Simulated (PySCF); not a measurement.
H2Ga, charge +1, singlet, geometry from GFN2-xTB (such geometries of metal compounds can be far from the true shape), with bond 2-1 at 3.0 times its length; HF/STO-3G run with PySCF.

Input for PySCF:
```python
from pyscf import gto, scf

mol = gto.M(
    atom='''
Ga    0.000000    0.000000    0.000000
H     0.000000    0.000000   -4.690662
H     0.000000    0.000000    1.563554
''',
    basis='sto-3g',
    charge=1,
    spin=0,
    verbose=4,
)

mf = scf.RHF(mol)
mf.kernel()
mo_i, mo_e, stable_i, stable_e = mf.stability(internal=True, external=True, return_status=True, nroots=6, tol=1e-6)
print('internally stable:', stable_i, ' externally stable:', stable_e)
if not stable_e:
    umf = mf.to_uhf() if not hasattr(mf, 'xc') else mf.to_uks()
    umf.scf_summary = {}
    umf.kernel(umf.make_rdm1(mo_e, umf.mo_occ))
```

**Question.** Predict the main parts of the log of this PySCF run.

**Answer.** 
```
PySCF version 2.14.0

[INPUT] verbose = 4
[INPUT] num. atoms = 3
[INPUT] num. electrons = 32
[INPUT] charge = 1
[INPUT] spin (= nelec alpha-beta = 2S) = 0
[INPUT] symmetry False subgroup None
[INPUT] Mole.unit = angstrom
[INPUT] Symbol           X                Y                Z      unit          X                Y                Z       unit  Magmom
[...]
nuclear repulsion = 14.0736759677568
number of shells = 10
number of NR pGTOs = 60
number of NR cGTOs = 20
basis = sto-3g
ecp = {}

******** <class 'pyscf.scf.hf.RHF'> ********
method = RHF
initial guess = minao
damping factor = 0
level_shift factor = 0
DIIS = <class 'pyscf.scf.diis.CDIIS'>
diis_start_cycle = 1
diis_space = 8
diis_damp = 0
SCF conv_tol = 1e-09
SCF conv_tol_grad = None
SCF max_cycles = 50
direct_scf = True
direct_scf_tol = 1e-13
Set gradient conv threshold to 3.16228e-05
Initial guess from minao.
init E= -1899.08659725227
cycle= 1 E= -1901.32427416803  delta_E= -2.24  |g|= 0.278  |ddm|= 1.72

cycle= 2 E= -1900.03735146891  delta_E= 1.29  |g|= 0.944  |ddm|= 2.87
cycle= 3 E= -1901.33827348892  delta_E= -1.3  |g|= 0.188  |ddm|= 2.85
cycle= 4 E= -1901.35465857019  delta_E= -0.0164  |g|= 0.156  |ddm|= 0.326
cycle= 5 E= -1901.34554179052  delta_E= 0.00912  |g|= 0.147  |ddm|= 0.24
cycle= 6 E= -1900.08359416995  delta_E= 1.26  |g|= 0.789  |ddm|= 2.83
cycle= 7 E= -1901.34443180753  delta_E= -1.26  |g|= 0.147  |ddm|= 2.83
cycle= 8 E= -1901.34503906142  delta_E= -0.000607  |g|= 0.144  |ddm|= 0.0156
cycle= 9 E= -1901.34493595265  delta_E= 0.000103  |g|= 0.144  |ddm|= 0.0306
cycle= 10 E= -1900.09400235013  delta_E= 1.25  |g|= 0.752  |ddm|= 2.83
cycle= 11 E= -1901.34274127242  delta_E= -1.25  |g|= 0.158  |ddm|= 2.83
cycle= 12 E= -1901.34359068946  delta_E= -0.000849  |g|= 0.153  |ddm|= 0.0178
cycle= 13 E= -1901.34489545316  delta_E= -0.0013  |g|= 0.146  |ddm|= 0.0281
cycle= 14 E= -1901.34216897388  delta_E= 0.00273  |g|= 0.162  |ddm|= 0.056
cycle= 15 E= -1901.34525378022  delta_E= -0.00308  |g|= 0.144  |ddm|= 0.0636
cycle= 16 E= -1901.3437033898  delta_E= 0.00155  |g|= 0.152  |ddm|= 0.0363
cycle= 17 E= -1901.34449150844  delta_E= -0.000788  |g|= 0.148  |ddm|= 0.0197
cycle= 18 E= -1901.34509958437  delta_E= -0.000608  |g|= 0.145  |ddm|= 0.0194
cycle= 19 E= -1900.21167025795  delta_E= 1.13  |g|= 0.819  |ddm|= 2.86
cycle= 20 E= -1900.20827654558  delta_E= 0.00339  |g|= 0.815  |ddm|= 0.0364
cycle= 21 E= -1900.24442346394  delta_E= -0.0361  |g|= 0.811  |ddm|= 0.151
cycle= 22 E= -1900.22500717309  delta_E= 0.0194  |g|= 0.849  |ddm|= 0.142
cycle= 23 E= -1900.14093994848  delta_E= 0.0841  |g|= 0.936  |ddm|= 0.33
cycle= 24 E= -1900.25238063648  delta_E= -0.111  |g|= 0.847  |ddm|= 0.737
cycle= 25 E= -1900.36818805597  delta_E= -0.116  |g|= 0.811  |ddm|= 0.307
cycle= 26 E= -1900.38956606279  delta_E= -0.0214  |g|= 0.786  |ddm|= 0.222
cycle= 27 E= -1901.3042859573  delta_E= -0.915  |g|= 0.396  |ddm|= 2.86
cycle= 28 E= -1901.33499467899  delta_E= -0.0307  |g|= 0.234  |ddm|= 0.309
cycle= 29 E= -1900.21730307845  delta_E= 1.12  |g|= 0.844  |ddm|= 2.85
cycle= 30 E= -1900.24158506417  delta_E= -0.0243  |g|= 0.832  |ddm|= 0.19
cycle= 31 E= -1900.22220335404  delta_E= 0.0194  |g|= 0.846  |ddm|= 0.229
cycle= 32 E= -1900.10724778804  delta_E= 0.115  |g|= 0.937  |ddm|= 1.73
cycle= 33 E= -1900.11167589891  delta_E= -0.00443  |g|= 0.82  |ddm|=    2
cycle= 34 E= -1900.09056762214  delta_E= 0.0211  |g|= 0.801  |ddm|= 0.272
cycle= 35 E= -1901.34954730793  delta_E= -1.26  |g|= 0.146  |ddm|= 2.83
cycle= 36 E= -1901.33880326379  delta_E= 0.0107  |g|= 0.196  |ddm|= 0.21
cycle= 37 E= -1901.3397525611  delta_E= -0.000949  |g|= 0.184  |ddm|= 0.0265
cycle= 38 E= -1901.34424135753  delta_E= -0.00449  |g|= 0.151  |ddm|= 0.086
cycle= 39 E= -1901.34334376998  delta_E= 0.000898  |g|= 0.154  |ddm|= 0.0664
cycle= 40 E= -1901.34992985103  delta_E= -0.00659  |g|= 0.15  |ddm|= 0.195
cycle= 41 E= -1900.29226007803  delta_E= 1.06  |g|= 0.998  |ddm|= 2.68
[...]
cycle= 46 E= -1901.41692552135  delta_E= -0.0153  |g|= 0.0133  |ddm|= 0.326
cycle= 47 E= -1901.41637660953  delta_E= 0.000549  |g|= 0.034  |ddm|= 0.0436
cycle= 48 E= -1901.41167627053  delta_E= 0.0047  |g|= 0.0964  |ddm|= 0.236
cycle= 49 E= -1901.41566519825  delta_E= -0.00399  |g|= 0.0369  |ddm|= 0.101
cycle= 50 E= -1901.41627426512  delta_E= -0.000609  |g|= 0.0181  |ddm|= 0.114
SCF not converged.
SCF energy = -1901.41627426512
rhf_internal: lowest eigs of H = [-0.36657835 -0.08286575 -0.06918973 -0.03428792 -0.03252277  0.08229084]
<class 'pyscf.scf.hf.RHF'> wavefunction has an internal instability
rhf_real2complex: lowest eigs of H = [-0.09517734 -0.04121314 -0.03950976 -0.03076694 -0.02914413 -0.01299851]
<class 'pyscf.scf.hf.RHF'> wavefunction has an real -> complex instability
rhf_external: lowest eigs of H = [-0.61016256 -0.10052098 -0.06630885 -0.0632761  -0.05271468 -0.04301892]
<class 'pyscf.scf.hf.RHF'> wavefunction has an RHF/RKS -> UHF/UKS instability
internally stable: False  externally stable: False

******** <class 'pyscf.scf.uhf.UHF'> ********
method = UHF
initial guess = minao
damping factor = 0
level_shift factor = 0
DIIS = <class 'pyscf.scf.diis.CDIIS'>
diis_start_cycle = 1
diis_space = 8
diis_damp = 0
SCF conv_tol = 1e-09
SCF conv_tol_grad = None
SCF max_cycles = 50
direct_scf = True
direct_scf_tol = 1e-13
number electrons alpha = 16  beta = 16
Set gradient conv threshold to 3.16228e-05
init E= -1901.43084763954
cycle= 1 E= -1901.73798595316  delta_E= -0.307  |g|= 0.0711  |ddm|= 0.627
cycle= 2 E= -1901.74473389994  delta_E= -0.00675  |g|= 0.0118  |ddm|= 0.137
cycle= 3 E= -1901.7450149395  delta_E= -0.000281  |g|= 0.00304  |ddm|= 0.0316
cycle= 4 E= -1901.74503669887  delta_E= -2.18e-05  |g|= 0.00232  |ddm|= 0.00739
cycle= 5 E= -1901.74505964411  delta_E= -2.29e-05  |g|= 0.00198  |ddm|= 0.0095
cycle= 6 E= -1901.74507718139  delta_E= -1.75e-05  |g|= 0.00191  |ddm|= 0.00795
cycle= 7 E= -1901.74509551527  delta_E= -1.83e-05  |g|= 0.00189  |ddm|= 0.008
cycle= 8 E= -1901.74517630941  delta_E= -8.08e-05  |g|= 0.00185  |ddm|= 0.0352
cycle= 9 E= -1901.74519783756  delta_E= -2.15e-05  |g|= 0.00185  |ddm|= 0.00967
cycle= 10 E= -1901.74519442548  delta_E= 3.41e-06  |g|= 0.00184  |ddm|= 0.00392
cycle= 11 E= -1901.74528947552  delta_E= -9.51e-05  |g|= 0.00149  |ddm|= 0.0583
cycle= 12 E= -1901.74541135522  delta_E= -0.000122  |g|= 0.000708  |ddm|= 0.117
cycle= 13 E= -1901.74543587826  delta_E= -2.45e-05  |g|= 0.00035  |ddm|= 0.0591
cycle= 14 E= -1901.74543744805  delta_E= -1.57e-06  |g|= 0.000275  |ddm|= 0.0133
cycle= 15 E= -1901.74543759187  delta_E= -1.44e-07  |g|= 0.000266  |ddm|= 0.000847
cycle= 16 E= -1901.74543781921  delta_E= -2.27e-07  |g|= 0.000264  |ddm|= 0.00078
cycle= 17 E= -1901.74543790775  delta_E= -8.85e-08  |g|= 0.000264  |ddm|= 0.000243
cycle= 18 E= -1901.74543724428  delta_E= 6.63e-07  |g|= 0.00026  |ddm|= 0.00181
cycle= 19 E= -1901.74543085701  delta_E= 6.39e-06  |g|= 0.000211  |ddm|= 0.0205
cycle= 20 E= -1901.74542631813  delta_E= 4.54e-06  |g|= 0.00017  |ddm|= 0.0228
cycle= 21 E= -1901.74542536041  delta_E= 9.58e-07  |g|= 0.000145  |ddm|= 0.00943
cycle= 22 E= -1901.74542446815  delta_E= 8.92e-07  |g|= 0.000107  |ddm|= 0.01
cycle= 23 E= -1901.7454235384  delta_E= 9.3e-07  |g|= 7.22e-05  |ddm|= 0.0124
cycle= 24 E= -1901.74542342511  delta_E= 1.13e-07  |g|= 6.54e-05  |ddm|= 0.00181
cycle= 25 E= -1901.74542337844  delta_E= 4.67e-08  |g|= 5.33e-05  |ddm|= 0.00194
cycle= 26 E= -1901.74542338072  delta_E= -2.28e-09  |g|= 3.35e-05  |ddm|= 0.00344
cycle= 27 E= -1901.74542340676  delta_E= -2.6e-08  |g|= 1.34e-05  |ddm|= 0.00239
cycle= 28 E= -1901.74542340975  delta_E= -2.98e-09  |g|= 4.9e-06  |ddm|= 0.000945
cycle= 29 E= -1901.74542341012  delta_E= -3.79e-10  |g|= 2.15e-06  |ddm|= 0.000225
Extra cycle  E= -1901.74542341014  delta_E= -1.11e-11  |g|= 1.69e-06  |ddm|= 4.88e-06
converged SCF energy = -1901.74542341014  <S^2> = 1.0001236  2S+1 = 2.2361785
```

Convergence was not reached.
